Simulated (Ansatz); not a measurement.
Input file for Ansatz (an electronic-structure program): R-CCSD(T)/cc-pV(T+d)Z on H2S2 (SMILES SS), a point of a torsion scan. Files ending in .json are basis or fitting sets from the Basis Set Exchange.

Ansatz 0.2 input:
```yaml
crystal:
  periodic: [false, false, false]
  atoms:
    - {symbol: S, position_ang: [-0.93414804, 0.53877709, 0.41248194]}
    - {symbol: S, position_ang: [0.92970290, 0.40622834, -0.41942202]}
    - {symbol: H, position_ang: [-1.55049163, -0.38469933, -0.33967479]}
    - {symbol: H, position_ang: [0.71167833, 1.15684283, -1.50912876]}
basis:
  gaussian:
    orbitals: cc-pV_T+d_Z.json
magnetization: {spin_polarized: false}
correlation: {method: ccsd_t, electrons: outside_noble_gas}
scf: {lower_state_search: off}
```

It printed:

```
WARN ansatz: RAYON_NUM_THREADS=2 ignored (pool sized by the plan → 2); use --threads N
Functional definition: HF
these checks for a lower state are left out or cut short: stability, starts, cluster_reference, orbital_swaps, neighbouring_geometries, increment
integrals: 0.13 GiB planned
608 factors; integrals over basis functions are off by at most 7.8e-4 eV
mean field: 0.19 GiB planned
mean field evaluation 1: about -21666.5557 eV, gradient 1.3e1 eV
mean field evaluation 2: about -21666.7187 eV, gradient 1.3e1 eV
mean field evaluation 4: about -21667.4538 eV, gradient 1.7e0 eV
mean field evaluation 8: about -21667.4722 eV, gradient 8.4e-2 eV
mean field -21667.47225426 eV, -796.2649186038 hartree, gradient 3.7e-6 eV, S^2 0.000000; 0 other end points of the search recorded, 0 dependent functions left out
10 core orbitals not correlated
reference -21667.47225426 eV, -796.2649186038 hartree; 7, 7 occupied and 89, 89 virtual orbitals, 608 factors
second order -9.71306779 eV of doubles, -0.00000000 eV of singles
coupled cluster: 0.31 GiB planned
cycle   1  -10.39355646 eV  change   -6.8e-1 eV  update   6.9e-2
cycle   2  -10.69320319 eV  change   -3.0e-1 eV  update   2.2e-2
cycle   3  -10.72462788 eV  change   -3.1e-2 eV  update   7.5e-3
cycle   4  -10.72212989 eV  change    2.5e-3 eV  update   2.1e-3
cycle   5  -10.72171590 eV  change    4.1e-4 eV  update   7.3e-4
cycle   6  -10.72156191 eV  change    1.5e-4 eV  update   2.9e-4
cycle   7  -10.72156417 eV  change   -2.3e-6 eV  update   1.1e-4
cycle   8  -10.72158645 eV  change   -2.2e-5 eV  update   3.7e-5
cycle   9  -10.72158092 eV  change    5.5e-6 eV  update   1.4e-5
perturbative correction -0.48592914 eV, -0.0178575666 hartree
Total energy: -21678.67976432 eV, -796.6767870018 hartree
Checks for a lower state left out: stability, starts, cluster_reference, orbital_swaps, neighbouring_geometries, increment
```

Self-consistency was reached.

Cost: roughly 5 core-seconds.
